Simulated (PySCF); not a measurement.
Structure problem from calculated spectra and properties.

Elements present: C, H, O and Si. Monoisotopic mass: 154.0450 u.

- 1H NMR: chemical shifts (computed TMS as zero) by class: 6.05 (1 H), 5.70 (1 H), 5.43 (1 H), 5.00 (1 H), 2.54 (1 H), 2.10 (1 H), 1.95 (1 H), 1.45 (1 H), 1.35 (1 H), 1.13 (1 H) ppm [GIAO PBE0/pcSseg-1]
- 13C NMR: chemical shifts (computed TMS as zero) by class: 149.5 (1 C), 121.8 (1 C), 92.6 (1 C), 69.4 (1 C), 37.2 (1 C), 25.7 (1 C), 9.8 (1 C) ppm [GIAO PBE0/pcSseg-1]
- Dipole: 1.33 D [PBE0/pcSseg-1]
- Rotational structure: rotational constants A, B, C: 1.179, 1.101, 0.791 GHz [GFN2-xTB]
- NMR, other nuclei: isotropic shieldings of nuclei other than C and H, by class: 269 (1 O), 277 (1 O), 376 (1 Si) ppm [GIAO PBE0/pcSseg-1]

The electronic properties come from PySCF, for the isolated species, density fitting. Levels stand in brackets. Isolated species at its GFN2-xTB geometry (one conformer only). GFN2-xTB frequencies show an imaginary mode (103i cm⁻¹), so this geometry is no minimum at that level. NMR values are class means; diastereotopic atoms form classes of their own.

Q: Which formula fits the mass and the elements?

A: C7H10O2Si (calculated 154.0450). No other formula that holds each of these elements comes within 0.0003 u with a fitting electron parity and a possible valence count.

Q: Give a SMILES that accounts for the data.

A: Numbering: `[CH:1]#[C:2][C@@:3]1([SiH:4]([OH:5])[OH:6])[CH2:7][C@@H:8]1[CH:9]=[CH2:10]`. Its formula, C7H10O2Si, gives 4 degrees of unsaturation: 1 ring and 3 π bonds in the structure found. 7 carbons fall into 7 classes; from least to most shielded: alkene CH carbon [C9] (149.5 ppm), terminal =CH2 carbon [C10] (121.8 ppm), alkyne carbon [C2] (92.6 ppm), terminal alkyne carbon [C1] (69.4 ppm), allylic carbon [C8] (37.2 ppm), three-membered-ring carbon [C7] (25.7 ppm), ring sp3 carbon bound to silicon [C3] (9.8 ppm). Hydrogen classes from least to most shielded: 1 H on an alkene CH carbon, C9 (6.05 ppm), 1 H on a terminal =CH2 carbon, C10 (5.70 ppm), 1 H on a terminal =CH2 carbon, C10 (5.43 ppm), 1 H on an oxygen-bound silicon, Si4 (5.00 ppm), 1 H on a silanol oxygen, O6 (2.54 ppm), 1 H on a silanol oxygen, O5 (2.10 ppm), 1 H on an allylic carbon, C8 (1.95 ppm), 1 H on a three-membered-ring carbon, C7 (1.45 ppm), 1 H on a three-membered-ring carbon, C7 (1.35 ppm), 1 H on a terminal alkyne carbon, C1 (1.13 ppm). The other shieldings belong to: 269 ppm, silanol oxygen [O5]; 277 ppm, silanol oxygen [O6]; 376 ppm, oxygen-bound silicon [Si4]. The optimised geometry has point group C1 and is an asymmetric top. Structure: `C#C[C@@]1([SiH](O)O)C[C@@H]1C=C`. Computed isomers that give other values at the same levels: `C=CCC1=COC(=O)[SiH2]C1` (13C chemical shifts (computed TMS as zero) by class: 181.7 (1 C), 146.7 (1 C), 144.9 (1 C), 123.4 (1 C), 118.3 (1 C), 48.7 (1 C), 13.3 (1 C) ppm); `C#C[Si@]1(C)C[C@@H](C(=O)O)C1` (13C chemical shifts (computed TMS as zero) by class: 185.0 (1 C), 105.0 (1 C), 91.5 (1 C), 33.3 (1 C), 23.9 (2 C), 1.2 (1 C) ppm); `C=CO[SiH2]CC(=O)C#CC` (13C chemical shifts (computed TMS as zero) by class: 186.3 (1 C), 151.9 (1 C), 101.7 (1 C), 96.8 (1 C), 86.1 (1 C), 43.1 (1 C), 5.0 (1 C) ppm). The assignments are read from this structure; whether some other isomer fits the data as well wasn't checked. The mirror image fits equally.

The values belong to the conformer `[CH:1]#[C:2][C@@:3]1([SiH:4]([OH:5])[OH:6])[CH2:7][C@@H:8]1[CH:9]=[CH2:10]`: C2–C3–Si4–O5 151°, C7–C8–C9–C10 158°, H–O5–Si4–C3 174°, H–O6–Si4–C3 -23°.
